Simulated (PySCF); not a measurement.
ICl⁺: one state, many levels of theory

State: ²Π (doublet), unpaired electrons π ↑. Set-up: basis I def2-SVP with ECP28, Cl def2-SVP; scalar-relativistic core potentials; PySCF 2.14. De refers to I⁺ + Cl in their high-spin ground configurations, without counterpoise correction. The functionals are run spin-unrestricted. A positive dipole points towards Cl; it is taken about the centre of mass and depends on that origin. Levels whose curve was spin-contaminated or gave no clean fit are not listed.

```csv
Level,Re (Å),ωe (cm⁻¹),De (eV),μ (D)
UHF,2.276,423,0.486,-1.27
UHF-CCSD,2.301,408,1.69,n/a
UHF-CCSD(T),2.308,401,1.85,n/a
PBE,2.305,404,2.98,-0.09
r²SCAN,2.288,419,2.60,-0.31
PBE0,2.272,437,2.50,-0.38
M06,2.280,432,2.68,-0.65
MN15,2.266,435,2.33,-0.69
M06-2X,2.275,432,1.94,-0.87
```

Which functional lies closest to UHF-CCSD(T) in De, which farthest, and by how much do they differ from it?

Closest is M06-2X (-3.3 pm in Re, +7.7 % in ωe, +0.09 eV in De against UHF-CCSD(T) in the same basis), farthest PBE (-0.3 pm in Re, +0.7 % in ωe, +1.13 eV in De). CCSD(T) converges more slowly with the basis than the functionals do and binds too weakly in this one, so the order can change at the basis-set limit.

What does the step from GGA to meta-GGA do here, going from PBE to r²SCAN?

r²SCAN less PBE: -1.7 pm in Re, +3.7 % in ωe, -0.38 eV in De. 

What does the triples do here, going from UHF-CCSD to UHF-CCSD(T)?

UHF-CCSD(T) less UHF-CCSD: +0.7 pm in Re, -1.7 % in ωe, +0.16 eV in De. Correlation nearly always deepens the well. The bond lengthens, as in strong covalent bonds, where excitations into antibonding orbitals dominate.

Correlated steps freeze 9 core orbitals. Correlated levels converge slowly with the basis: in double zeta they bind strong bonds too weakly, by up to about 1 eV, and carry superposition errors of some tenths. These are scalar-relativistic numbers at best; spin–orbit coupling would shift them, the dissociation energy most. For an ion De counts to the pair picked by the measured ionisation energies or electron affinities, which need not be the lowest pair at this level. Counting both spins, an empty level lies below a filled one in some of these solutions, because spin and occupation are held. The state is the lowest determinant that a PBE0 search found; another state may lie lower at other levels.
